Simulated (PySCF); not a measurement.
Several orderings of computed values.

Species are written as SMILES; each is one conformer at its optimised geometry, gas phase, non-relativistic unless stated; the electronic structure was computed with PySCF and density fitting.

Dipoles, sizes and rotational constants follow the conformer. The torsions of the flexible species, by atom-mapped SMILES:
- `[CH3:1][C:2](=[O:3])[N:4]([CH3:5])[SiH2:6][CH2:7][SiH3:8]`: C1–C2–N4–C5 -1°, C2–N4–Si6–C7 -71°, N4–Si6–C7–Si8 -174°
- `[CH2:1]=[C:2]([CH3:3])[Si@@H:4]([OH:5])[SiH2:6][NH:7][CH3:8]`: C1–C2–Si4–O5 -9°, C2–Si4–Si6–N7 -32°, Si4–Si6–N7–C8 177°, H–O5–Si4–C2 67°
- `[CH3:1][C:2](=[O:3])[NH:4][SiH2:5][CH2:6][CH2:7][SiH3:8]`: C1–C2–N4–Si5 180°, C2–N4–Si5–C6 178°, N4–Si5–C6–C7 -178°, Si5–C6–C7–Si8 -70°
- `[CH2:1]=[CH:2][CH2:3][Si@H:4]([NH:5][SiH3:6])[O:7][CH3:8]`: C1–C2–C3–Si4 105°, C2–C3–Si4–N5 -171°, C3–Si4–N5–Si6 -161°, C3–Si4–O7–C8 -179°
- `[CH3:1][O:2][C:3](=[S:4])[C@H:5]([CH3:6])[C:7]#[N:8]`: C1–O2–C3–S4 -1°, O2–C3–C5–C6 61°
- `[OH:1][C:2]1[CH2:3][CH2:4]1`: H–O1–C2–C3 -132°

The conformers of `C/C=C/[P@@+]1(C)C=C(F)CC1`, `CP1CC=C(C(F)(F)F)C1`, `CO[Si@@H]1[SiH2][SiH2][SiH2][Si@H]1C` and `CN(C)[Si@H]1CC[SiH2]O1` aren't listed.

Task: Rank by dipole moment, highest first (PBE0/pcSseg-1 at GFN2-xTB geometries).
A. `C=C([Si@@H](O)[SiH2]NC)C`
B. `C=CC[Si@H](N[SiH3])OC`
C. `CC(=O)N(C)[SiH2]C[SiH3]`
D. `CC(=O)N[SiH2]CC[SiH3]`

Result: D (3.98 D), C (3.77 D), A (2.50 D), B (1.12 D).

Task: Rank by HOMO energy, highest first (PBE0/pcSseg-1 at GFN2-xTB geometries).
A. `C/C=C/[P@@+]1(C)C=C(F)CC1`
B. `C=C(C)[Si@@H](O)[SiH2]NC`
C. `CC(=O)N[SiH2]CC[SiH3]`
D. `CC(=O)N(C)[SiH2]C[SiH3]`

Result: B (-6.66 eV), D (-7.36 eV), C (-7.53 eV), A (-11.97 eV).

Task: Give the two extremes of that set in hartree.

Result: `C/C=C/[P@@+]1(C)C=C(F)CC1`: -0.440 Eh; `C=C(C)[Si@@H](O)[SiH2]NC`: -0.245 Eh.

Task: Rank by smallest rotational constant, highest first (GFN2-xTB).
A. `[O-]C1CC1`
B. `CC(=O)N(C)[SiH2]C[SiH3]`
C. `O[C]1CC1` [radical]
D. `CC(=O)N[SiH2]CC[SiH3]`
E. `C=C([Si@H]([SiH2]NC)O)C`
F. `Cc1cccc2[n-]nnc12`
G. `COC(=S)[C@H](C)C#N`

Result: A (6.080 GHz), C (5.753 GHz), G (1.109 GHz), F (0.931 GHz), E (0.722 GHz), B (0.604 GHz), D (0.478 GHz).

Task: Rank by HOMO–LUMO gap, lowest first (PBE0/pcSseg-1 at GFN2-xTB geometries).
A. `C/C=C/[P@@+]1(C)C=C(F)CC1`
B. `[SiH2]1[SiH2][Si@@H](OC)[Si@@H]([SiH2]1)C`
C. `CN([Si@@H]1O[SiH2]CC1)C`
D. `P1(C)CC(C(F)(F)F)=CC1`

Result: B (5.82 eV), D (6.50 eV), A (6.87 eV), C (7.01 eV).

Task: By how much do the two ends of that ranking differ?

Result: By 1.19 eV, between `CN(C)[Si@H]1CC[SiH2]O1` and `CO[Si@@H]1[SiH2][SiH2][SiH2][Si@H]1C`.
